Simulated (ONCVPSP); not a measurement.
# rhenium (Re): one change to an ONCV potential, before and after

Re (Z = 75), optimised norm-conserving Vanderbilt (ONCV), made with ONCVPSP 4.0.1 (LDA (Perdew-Wang 92), scalar-relativistic). Core [Kr] 4d10 4f14, reference 5s2 5p6 5d5 6s2. Waves: 5s+6s: rc 2.00 bohr, ncon 4, nbas 7, qcut 7.1 1/bohr, 2 projectors; 5p: rc 1.90 bohr, ncon 4, nbas 8, qcut 9.2 1/bohr, 2 projectors, debl 3.4 Ha; 5d: rc 2.35 bohr, ncon 5, nbas 10, qcut 6.8 1/bohr, 3 projectors, debl 3.5 Ha. Local part: polynomial inside 1.30 bohr (lpopt 4, dvloc0 4 Ha). Core correction: Teter function, fcfact 3.25, rcfact 1.7.

Change: d: qcut 9.4.

Cutoffs: the cutoffs (Ha) at which the residual kinetic energy of the hardest occupied pseudo-wave falls to 1 and 0.1 mHa per electron; they do not see the model core or the augmentation charge, which bear on the density cutoff. Errors are all-electron minus pseudo energies relative to the spin-unpolarised reference configuration.

How do hardness, ghosts and transferability respond?

The potential gets neither clearly harder nor softer (19 Ha and 26 Ha → 19 Ha and 26 Ha); the errors of the 4 common tests hardly move; neither file shows a bound ghost.

| quantity | base | changed |
| --- | --- | --- |
| cutoff, loose | 19 Ha | 19 Ha |
| cutoff, tight | 26 Ha | 26 Ha |
| loose cutoff by channel | s 15 Ha, p 19 Ha, d 15 Ha | s 15 Ha, p 19 Ha, d 14 Ha |
| bound ghosts | none | none |
| GHOST(+) flags under 300 eV | none | none |
| error for 5s2 5p6 5d5 6s1, meV [ΔE 9.51 eV] | -5.3 | -5.3 |
| error for 5s2 5p6 5d5 6s0, meV [ΔE 26.18 eV] | -20 | -20 |
| error for 5s2 5p6 5d4 6s0, meV [ΔE 53.63 eV] | -34 | -33 |
| error for 5s2 5p5 5d5 6s2, meV [ΔE 53.15 eV] | -156 | -162 |
| s: phases at 2.03 bohr within 0.05 rad from the reference energy up to (Ha; the scan ends near 5) | 2.8 | 2.8 |
| p: phases at 1.93 bohr within 0.05 rad from the reference energy up to (Ha; the scan ends near 5) | to the end of the scan | to the end of the scan |
| d: phases at 2.39 bohr within 0.05 rad from the reference energy up to (Ha; the scan ends near 5) | to the end of the scan | to the end of the scan |
| rms error of d²Exc/dni dnj with the model core, mHa | 1.25 | 1.26 |
